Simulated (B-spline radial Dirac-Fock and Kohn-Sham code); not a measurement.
**Two-hole binding energies of Zn⁴⁺**

System: zinc as Zn⁴⁺, configuration [Ar] 3d8.

Level of theory: Dirac-Fock (average of configuration) total-energy differences with a finite nucleus, the Breit interaction including its frequency dependence, and self-energy and vacuum-polarisation corrections; a B-spline atomic structure program. U is the two-hole binding energy less the two single-hole energies, the effective repulsion of the holes after relaxation. Each two-hole energy is an average over J within one jj subconfiguration.

```
          holes  E(a) (eV)  E(b) (eV)  E(ab) (eV)  U (eV)
           1s⁻²     9741.1     9741.1     19917.7   435.6
   1s⁻¹ 2p1/2⁻¹     9741.1     1127.2     10984.9   116.6
   1s⁻¹ 2p3/2⁻¹     9741.1     1103.9     10958.2   113.3
   1s⁻¹ 3p1/2⁻¹     9741.1      168.8      9945.8    36.0
   1s⁻¹ 3p3/2⁻¹     9741.1      165.6           ?       ?
        2p1/2⁻²     1127.2     1127.2      2340.4    85.9
2p1/2⁻¹ 2p3/2⁻¹     1127.2     1103.9      2310.1    79.0
        2p3/2⁻²     1103.9     1103.9      2288.0    80.2
   2s⁻¹ 3p1/2⁻¹     1281.7      168.8      1482.7    32.2
   2s⁻¹ 3p3/2⁻¹     1281.7      165.6      1479.2    31.9
   2p1/2⁻¹ 3s⁻¹     1127.2      219.5      1379.3    32.6
   2p3/2⁻¹ 3s⁻¹     1103.9      219.5      1355.9    32.6
        3p1/2⁻²      168.8      168.8       366.5    28.9
3p1/2⁻¹ 3p3/2⁻¹      168.8      165.6       361.3    27.0
```

Q: Give the missing two-hole energy and U.

A: E(ab) = 9942.1 eV and U = 35.4 eV.

Run: 25 s of CPU time on 1 thread of Intel(R) Xeon(R) Platinum 8488C (shared host), peak memory 0.46 GiB.

Values without a named source are computed, but for edge energies of neutral atoms, which are taken from tables.
